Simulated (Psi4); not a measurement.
C$_{2}$H$_{6}$Ga (SMILES [CH3][Ga+][CH3]), charge +1, singlet, geometry from GFN2-xTB (such geometries of metal compounds can be far from the true shape); B3LYP5/STO-3G run with Psi4.

The Psi4 input:
```
memory 2 GB

molecule mol {
1 1
Ga    0.003435    0.003371    0.004824
C     1.585033    0.217159   -1.294474
H     2.252150   -0.643813   -1.179606
H     2.117540    1.144111   -1.056772
H     1.190980    0.257426   -2.315504
C    -1.595223   -0.227158    1.280162
H    -2.110104   -1.159334    1.024532
H    -2.270668    0.625642    1.153597
H    -1.225239   -0.268524    2.310069
}

set {
  basis sto-3g
  reference rks
}

energy('b3lyp5')
print_variables()
```

What the program printed (banner, timings and long lists left out):

```
   => Loading Basis Set <=

    Name: STO-3G
    Role: ORBITAL
    Keyword: BASIS

         ---------------------------------------------------------
                                   SCF
               by Justin Turney, Rob Parrish, Andy Simmonett
                          and Daniel G. A. Smith
                              RKS Reference
         ---------------------------------------------------------

  ==> Geometry <==

    Molecular point group: c1
    Full point group: C1

    Geometry (in Angstrom), charge = 1, multiplicity = 1:

       Center              X                  Y                   Z               Mass
    ------------   -----------------  -----------------  -----------------  -----------------
         GA           0.002740023782     0.002688790894     0.003848268215    68.925573500000
         C            1.584338023782     0.216476790894    -1.295449731785    12.000000000000
         H            2.251455023782    -0.644495209106    -1.180581731785     1.007825032230
         H            2.116845023782     1.143428790894    -1.057747731785     1.007825032230
         H            1.190285023782     0.256743790894    -2.316479731785     1.007825032230
         C           -1.595917976218    -0.227840209106     1.279186268215    12.000000000000
         H           -2.110798976218    -1.160016209106     1.023556268215     1.007825032230
         H           -2.271362976218     0.624959790894     1.152621268215     1.007825032230
         H           -1.225933976218    -0.269206209106     2.309093268215     1.007825032230

  Running in c1 symmetry.

  Rotational constants: A =      2.58745  B =      0.12043  C =      0.12043 [cm^-1]
  Rotational constants: A =  77569.69052  B =   3610.43770  C =   3610.28017 [MHz]
  Nuclear repulsion =  162.074804688449973

  Charge       = 1
  Multiplicity = 1
  Electrons    = 48
  Nalpha       = 24
  Nbeta        = 24

  ==> Algorithm <==

  SCF Algorithm Type is DF.
  DIIS enabled.
  MOM disabled.
  Fractional occupation disabled.
  Guess Type is SAD.
  Energy threshold   = 1.00e-06
  Density threshold  = 1.00e-06
  Integral threshold = 1.00e-12

  ==> Primary Basis <==

  Basis Set: STO-3G
    Blend: STO-3G
    Number of shells: 20
    Number of basis functions: 34
    Number of Cartesian functions: 35
    Spherical Harmonics?: true
    Max angular momentum: 2

  ==> DFT Potential <==

   => LibXC <=

    Version 7.1.2
[...]
   @DF-RKS iter   7: -1980.67410962528243    4.32899e-04   1.00531e-03 DIIS/ADIIS
   @DF-RKS iter   8: -1980.67436605881835   -2.56434e-04   8.45749e-04 DIIS/ADIIS
   @DF-RKS iter   9: -1980.67498196475321   -6.15906e-04   2.67259e-04 DIIS/ADIIS
   @DF-RKS iter  10: -1980.67504517379962   -6.32090e-05   8.57722e-06 DIIS
   @DF-RKS iter  11: -1980.67504524164747   -6.78479e-08   3.32623e-07 DIIS
  Energy and wave function converged.

  ==> Post-Iterations <==

   Electrons on quadrature grid:
      Ntotal   =   48.0000010049 ; deviation = 1.005e-06

    Orbital Energies [Eh]
    ---------------------

    Doubly Occupied:

[...]
    Virtual:

[...]
      34A      0.282006

    Final Occupation by Irrep:
              A
    DOCC [    24 ]
    NA   [    24 ]
    NB   [    24 ]

  @DF-RKS Final Energy: -1980.67504524164747

   => Energetics <=

    Nuclear Repulsion Energy =            162.0748046884499729
    One-Electron Energy =               -3076.4796954175826613
    Two-Electron Energy =                1004.4021249655689871
    DFT Exchange-Correlation Energy =     -70.6722794780839649
    Empirical Dispersion Energy =           0.0000000000000000
    VV10 Nonlocal Energy =                  0.0000000000000000
    Total Energy =                      -1980.6750452416476946

Computation Completed

Properties will be evaluated at   0.000000,   0.000000,   0.000000 [a0]

Properties computed using the SCF density matrix

 Multipole Moments:

 ------------------------------------------------------------------------------------
     Multipole            Electronic (a.u.)      Nuclear  (a.u.)        Total (a.u.)
 ------------------------------------------------------------------------------------

 L = 1.  Multiply by 2.5417464519 to convert [e a0] to [Debye]
 Dipole X            :          0.0597310           -0.0643449           -0.0046139
 Dipole Y            :          0.0585954           -0.0631419           -0.0045464
 Dipole Z            :          0.0838424           -0.0903721           -0.0065297
 Magnitude           :                                                    0.0091976

 ------------------------------------------------------------------------------------

  Variable Map:
  ----------------------------------------------------------------------------
[...]
  Array Variable Map:
  ----------------------------------------------------------------------------
[...]
[...]
```
